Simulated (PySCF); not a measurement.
**Vibration and rotation of LiSn**

UHF-CCSD(T) constants of LiSn, ⁴Σ⁻ (quartet), unpaired electrons σ ↑, π ↑↑ (PySCF, scalar-relativistic core potentials, basis sets Li aug-cc-pVDZ, Sn aug-cc-pVDZ-PP with ECP28; masses 7.0160 and 119.9022 u):

* ωe: 356.7 cm⁻¹
* ωexe: 1.94 cm⁻¹
* Be: 0.37322 cm⁻¹
* αe: 0.00311 cm⁻¹
* D (centrifugal): 1.63e-06 cm⁻¹
* De to Li + Sn: 1.50 eV

(1) Give the vibrational terms G(v) and spacings up to v = 6.

(2) How well does the Morse estimate ωe²/(4ωexe) reproduce De, and what is D0?

Correlated steps freeze 4 core orbitals. Correlated levels converge slowly with the basis: in double zeta they bind strong bonds too weakly, by up to about 1 eV, and carry superposition errors of some tenths. Spin–orbit coupling is left out, which matters for elements this heavy, above all for dissociation energies. The state is the lowest determinant that a PBE0 search found; another state may lie lower at other levels.

Results:

(1) G(v) = ωe(v+½) − ωexe(v+½)².

| v | G(v) (cm⁻¹) | G(v) − G(v−1) | Bv (cm⁻¹) |
| --- | --- | --- | --- |
| 0 | 178 |  | 0.3717 |
| 1 | 531 | 353 | 0.3686 |
| 2 | 880 | 349 | 0.3654 |
| 3 | 1225 | 345 | 0.3623 |
| 4 | 1566 | 341 | 0.3592 |
| 5 | 1903 | 337 | 0.3561 |
| 6 | 2237 | 333 | 0.3530 |

(2) It gives 2.03 eV, 136 % of the computed De. D0 = De − G(0) = 1.50 − 0.02 = 1.48 eV.
